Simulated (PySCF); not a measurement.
Electron correlation in Cu²⁺ (copper, charge +2)

[Ar] 3d8 4s1, high-spin 4F determinant (an excited configuration). Computed with PySCF 2.14 in x2c-TZVPPall with one added diffuse shell each of s, p, d, f type (7s6p5d3f1g, 80 functions), with scalar relativity by spin-free X2C-1e. Frozen: [Ar]; 9 electrons correlated.

| level | correlation energy (mhartree) |
| --- | --- |
| CCSD | -246.19 |
| (T) | -4.37 |
| CCSD(T) | -250.56 |

Diagnostics: T1 = 0.0067, D1 = 0.0153, largest double amplitude 0.016.

Cost of the coupled-cluster step: of the order of 10 core-seconds, for 9 correlated electrons.

Iterations:

```
CC2 = 0
CCSD nocc = (np.int64(6), np.int64(3)), nmo = (71, 71)
frozen orbitals [[0, 1, 2, 3, 4, 5, 6, 7, 8], [0, 1, 2, 3, 4, 5, 6, 7, 8]]
max_cycle = 100
direct = 0
conv_tol = 1e-08
conv_tol_normt = 1e-06
diis_space = 8
diis_start_cycle = 0
Init t2, MP2 energy = -0.25201043491236
Init E_corr(UCCSD) = -0.252010434917807
cycle = 1  E_corr(UCCSD) = -0.243317415502583  dE = 0.00869301942  norm(t1,t2) = 0.0320187
cycle = 2  E_corr(UCCSD) = -0.246010512480956  dE = -0.00269309698  norm(t1,t2) = 0.00825536
cycle = 3  E_corr(UCCSD) = -0.245929475517688  dE = 8.10369633e-05  norm(t1,t2) = 0.00349814
cycle = 4  E_corr(UCCSD) = -0.246187524181982  dE = -0.000258048664  norm(t1,t2) = 0.00149493
cycle = 5  E_corr(UCCSD) = -0.246196627016245  dE = -9.10283426e-06  norm(t1,t2) = 0.000380657
cycle = 6  E_corr(UCCSD) = -0.246192935998243  dE = 3.691018e-06  norm(t1,t2) = 8.54226e-05
cycle = 7  E_corr(UCCSD) = -0.246193998978679  dE = -1.06298044e-06  norm(t1,t2) = 3.38889e-05
cycle = 8  E_corr(UCCSD) = -0.246194039418586  dE = -4.04399069e-08  norm(t1,t2) = 8.06449e-06
cycle = 9  E_corr(UCCSD) = -0.246193803374519  dE = 2.36044067e-07  norm(t1,t2) = 2.49799e-06
cycle = 10  E_corr(UCCSD) = -0.246193850957568  dE = -4.75830483e-08  norm(t1,t2) = 6.31507e-07
cycle = 11  E_corr(UCCSD) = -0.246193856260701  dE = -5.30313352e-09  norm(t1,t2) = 1.67988e-07
UCCSD converged
E(UCCSD) = -1652.278551200859  E_corr = -0.2461938562607013
UCCSD(T) correction = -0.00436780148298501
```
